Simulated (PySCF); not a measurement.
[Al(OH)4]- (charge -1).
Bonds: Al1–O2, Al1–O4, Al1–O6, Al1–O8. Hydrogens: H3 on O2; H5 on O4; H7 on O6; H9 on O8.

Computed with PBE0-D3(BJ)/def2-SVP geometry optimisation, gas phase in PySCF.

(1) List the bond lengths, angles and torsions at this level.

Results:

(1) 
| bond | length (Å) |
| --- | --- |
| Al1–O2 and 3 like bonds | 1.777 |
| O2–H3 and 3 like bonds | 0.961 |

Bonds in one row agree within 0.01 Å and their mean is given. A selection of angles:
| angle | degrees |
| --- | --- |
| O2–Al1–O4 | 106.0 |
| O2–Al1–O8 | 116.7 |
| Al1–O2–H3 | 108.4 |

Torsions: H3–O2–Al1–O4 149° (anticlinal); H5–O4–Al1–O2 -24° (synperiplanar); H7–O6–Al1–O2 -149° (anticlinal); H9–O8–Al1–O2 -96° (anticlinal).

Al1 (aluminium bonded to 4 O) is distorted tetrahedral (angles from 105.7° to 116.9°). All 4 Al–O bonds measure 1.777 to 1.778 Å.

Point group: S4 (every atom within 0.08 Å of its image). Stationary, but not proved a minimum.
